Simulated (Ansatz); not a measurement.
**How methods differ on SnSiH4OF (SMILES [F][SnH][O][SiH3])**

SnSiH4OF has 8 atoms, charge 0, and is taken as a doublet. As SMILES, `[F][SnH][O][SiH3]`. The shape was relaxed beforehand at B3LYP/def2-SVP. This is one conformer, not always the lowest.

```xyz
8

F    -1.6443    1.7904    1.0348
Sn   -0.4349    1.9349   -0.5005
O     0.2427    0.0688   -0.6744
Si    0.7309   -1.2035    0.2838
H    -1.4733    2.1583   -1.9168
H     1.7362   -2.0095   -0.4668
H    -0.4260   -2.0785    0.6339
H     1.3609   -0.7181    1.5501
```

Each level gives the adiabatic electron affinity (to the singlet anion, shapes relaxed at B3LYP/def2-SVP, no zero-point term) (eV). The values are calculated.

The electron affinity is E(neutral) − E(anion): positive where the electron is bound.

```json
{"level": "UHF/def2-SVP (core potential)", "kind": "Hartree–Fock", "program": "Ansatz", "value (eV)": "1.96", "less CCSD(T)/def2-SVP": "-0.60", "CPU time (all runs)": "3.2 s"}
{"level": "UBLYP/def2-SVP (core potential)", "kind": "GGA", "program": "Ansatz", "value (eV)": "2.62", "less CCSD(T)/def2-SVP": "+0.06", "CPU time (all runs)": "6.5 s"}
{"level": "UPBE0-D4/def2-SVP (core potential)", "kind": "global hybrid", "program": "Ansatz", "value (eV)": "2.79", "less CCSD(T)/def2-SVP": "+0.23", "CPU time (all runs)": "9.4 s"}
{"level": "U-wB97M-V/def2-SVP (core potential)", "kind": "range-separated hybrid", "program": "Ansatz", "value (eV)": "2.80", "less CCSD(T)/def2-SVP": "+0.24", "CPU time (all runs)": "43 s"}
{"level": "UCAM-B3LYP/def2-SVP (core potential)", "kind": "range-separated hybrid", "program": "Ansatz", "value (eV)": "2.84", "less CCSD(T)/def2-SVP": "+0.28", "CPU time (all runs)": "11 s"}
{"level": "RPA@PBE/def2-SVP (core potential)", "kind": "RPA", "program": "Ansatz", "value (eV)": "2.73", "less CCSD(T)/def2-SVP": "+0.17", "CPU time (all runs)": "13 s"}
{"level": "UMP2/def2-SVP (core potential)", "kind": "perturbation theory", "program": "Ansatz", "value (eV)": "2.47", "less CCSD(T)/def2-SVP": "-0.09", "CPU time (all runs)": "4 s"}
{"level": "UCCSD(T)/def2-SVP (core potential)", "kind": "coupled cluster or CI", "program": "Ansatz", "value (eV)": "2.56", "less CCSD(T)/def2-SVP": "0.00", "CPU time (all runs)": "65 s"}
```

Differences are taken from UCCSD(T)/def2-SVP (core potential) for orientation; it has basis-set and higher-order errors of its own. Spin-orbit coupling is left out. Sets without diffuse functions describe the anion poorly, and affinities from them come out too low, at high levels too. The values span 1.96 to 2.84 eV. In the correlated wave-function rows the outer d shell of Sn is correlated, in sets not made for it. Times are those of the runs behind each value, whatever else they computed, on shared processors of several kinds: orders of magnitude only.
